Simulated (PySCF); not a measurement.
7-chloroindole, C8H6ClN.
Cartesian coordinates in Å at the PBE0-D3(BJ)/def2-SVP level; atoms count from 1:
```xyz
16
C8H6ClN angstrom
Cl    -0.569    3.243    0.211
C     -0.796    1.526    0.093
C     -2.053    0.954    0.002
C     -2.188   -0.446   -0.091
C     -1.083   -1.284   -0.094
C      0.201   -0.719   -0.002
C      1.536   -1.241    0.025
C      2.385   -0.168    0.129
N      1.656    0.995    0.170
C      0.326    0.693    0.091
H     -2.933    1.599    0.003
H     -3.191   -0.871   -0.163
H     -1.207   -2.367   -0.167
H      1.831   -2.287   -0.028
H      3.471   -0.142    0.180
H      2.021    1.934    0.245
```

Level: CAM-B3LYP/def2-SVPD in PySCF, non-relativistic, on one gas-phase PBE0-D3(BJ)/def2-SVP geometry that isn't relaxed in the solvent. The solvent is an IEF-PCM continuum (cavity from Bondi-type radii × 1.2), and excitations are vertical TDDFT with non-equilibrium linear response and a frozen core. Specific hydrogen bonds and non-electrostatic terms are outside this model.

```csv
run,E − E(gas) (kJ/mol),HOMO (eV),HOMO–LUMO gap (eV),dipole (D),lowest singlet (eV),static polarisability (au)
gas,0.00,-7.36,7.65,1.55,4.92,112.8
P,-22.38,-7.35,7.64,2.17,4.86,162.4
Q,-18.32,-7.34,7.64,2.06,4.86,152.4
```

Q: The runs were made in acetonitrile and tetrahydrofuran. Which run belongs to which solvent?

A: P = acetonitrile, Q = tetrahydrofuran. The dielectric constants are 7.426 (tetrahydrofuran), 35.69 (acetonitrile), and the energy falls further as ε rises. The optical constants n² used for the excitations are 1.97, 1.81 in the same order. In this model the ground state sees the solvent through ε alone.

Q: How constant is the ratio of the lowering to (ε − 1)/(2ε + 1)?

A: 
```tsv
solvent	(ε − 1)/(2ε + 1)	E − E(gas) (kJ/mol)	ratio (kJ/mol)	polarisation term (kJ/mol)
tetrahydrofuran	0.405	-18.32	-45.2	-20.72
acetonitrile	0.479	-22.38	-46.7	-26.05
```

The ratio changes by +3.3 % in size from tetrahydrofuran to acetonitrile. The polarisation term is half the interaction of the solute with the induced surface charges.

On an Arm Neoverse V1 with one thread, shared host, this took 82 s wall. This is the whole response run at CAM-B3LYP/def2-SVPD in acetonitrile, SCF included.
